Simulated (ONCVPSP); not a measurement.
**Configuration tests for Sr (Z = 38) (ONCV)**

strontium, optimised norm-conserving Vanderbilt (ONCV), made with ONCVPSP 4.0.1 (LDA (Perdew-Wang 92), scalar-relativistic). Core [Ar] 3d10, reference 4s2 4p6 5s1.5 5p0.5. Waves: 4s+5s: rc 2.50 bohr, ncon 4, nbas 9, qcut 4.2 1/bohr, 2 projectors; 4p+5p: rc 2.25 bohr, ncon 4, nbas 9, qcut 5.7 1/bohr, 2 projectors; d scattering state at 0.12 Ha: rc 2.00 bohr, ncon 3, nbas 6, qcut 4 1/bohr, local. Local part: the d channel. Core correction: Teter function, fcfact 3.5, rcfact 1.5.

In the d channel the program set the typed energies aside and used 0.050 Ha.

Energies are relative to the spin-unpolarised reference configuration 4s2 4p6 5s1.5 5p0.5; without spin polarisation the order of configurations can differ from experiment.

Give the all-electron excitation energy and the error of the potential for: 4s2 4p6 5s2 5p0; 4s2 4p6 5s1 5p0; 4s2 4p6 5s0 5p0; 4s2 4p6 4d1 5s0 5p0.

| valence configuration | charge | ΔE all-electron (eV) | error AE − PS (meV) |
| --- | --- | --- | --- |
| 4s2 4p6 5s2 5p0 | 0 | -1.176 | -0.2 |
| 4s2 4p6 5s1 5p0 | +1 | 4.882 | -0.3 |
| 4s2 4p6 5s0 5p0 | +2 | 16.059 | -3.0 |
| 4s2 4p6 4d1 5s0 5p0 | +1 | 6.679 | -12 |

Levels in the configuration 4s2 4p6 5s0 5p0:

| level | all-electron (eV) | pseudo (eV) |
| --- | --- | --- |
| 4s | -54.860 | -54.896 |
| 4p | -36.656 | -36.658 |

Note: no bound ghost flagged; GHOST(+) flagged for p at 3.4 eV.
